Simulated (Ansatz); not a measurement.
`F[Si](F)(F)[SnH3]` and `CN[Si](F)(F)F` differ in one atom or group.

Ansatz, PBE0-D4/def2-TZVP geometries, multiplicity 1. Each molecule was computed in one conformer, which needn't be the lowest.

Elements past krypton have def2 core potentials.

```csv
property,`F[Si](F)(F)[SnH3]`
LUMO energy (PBE0/def2-TZVPP) / eV,-0.33
HOMO–LUMO gap (ωB97M-V/def2-TZVPP) / eV,12.31
HOMO energy (PBE0/def2-TZVPP) / eV,-8.90
HOMO energy (B3LYP/def2-TZVPP) / eV,-8.71
size of the dipole moment (ωB97M-V/def2-TZVPP) / D,2.05
HOMO–LUMO gap (PBE0/def2-TZVPP) / eV,8.58
```

(1) What does the change do to each property? (Best estimate.)

Results:

(1) The calculation gave: 
```
                                          property  `CN[Si](F)(F)F`  shift
                LUMO energy (PBE0/def2-TZVPP) / eV             0.64   0.97
           HOMO–LUMO gap (ωB97M-V/def2-TZVPP) / eV            12.29  -0.02
                HOMO energy (PBE0/def2-TZVPP) / eV            -7.79   1.11
               HOMO energy (B3LYP/def2-TZVPP) / eV            -7.55   1.16
size of the dipole moment (ωB97M-V/def2-TZVPP) / D             2.94   0.89
              HOMO–LUMO gap (PBE0/def2-TZVPP) / eV             8.44  -0.14
```

With PBE0 the HOMO rises by 1.11 eV and the LUMO rises by 0.97 eV, so the gap narrows by about 0.14 eV. PBE moves the HOMO by 1.38 eV and ωB97M-V by 0.80 eV. The zero-point energy changes by 90.4 kJ/mol with +6 modes. Dipoles are sizes alone; their direction can turn.

B3LYP here is the variant with VWN-RPA as its local correlation; programs differ in this.
